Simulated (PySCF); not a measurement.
GaH, SMILES [GaH] (connectivity only; charge and spin as stated), neutral, multiplicity 1.

Coordinates come from a PBE0-D3(BJ)/def2-TZVPD optimisation.

Two levels are set side by side: PBE/def2-TZVPD (PySCF) and PBE0/def2-TZVPD (PySCF). Same geometry, gas phase. Differences are taken from unrounded values.

| quantity | PBE |
|---|---|
| orbital gap (eV) | 2.50 |
| highest occupied level (eV) | -4.99 |
| lowest empty level (eV) | -2.48 |
| dipole moment (D) | 0.46 |
| mean polarisability (bohr³) | 41.7 |

These are the PBE values. What does PBE0 give? (The exact figures need the calculation; the answer reports its results.)


```
quantity                      PBE0  PBE minus PBE0
---------------------------  -----  --------------
orbital gap (eV)              4.23           -1.73
highest occupied level (eV)  -5.94            0.95
lowest empty level (eV)      -1.71           -0.78
dipole moment (D)             0.38            0.08
mean polarisability (bohr³)   41.7             0.0
```

Without exact exchange PBE keeps part of each electron's self-repulsion, which lifts occupied levels and narrows the gap. Differences between two approximate levels are no errors against the true value.

Rough cost on one machine, each run with all the roots and properties that it gave: PBE0 against PBE within a factor of 2.
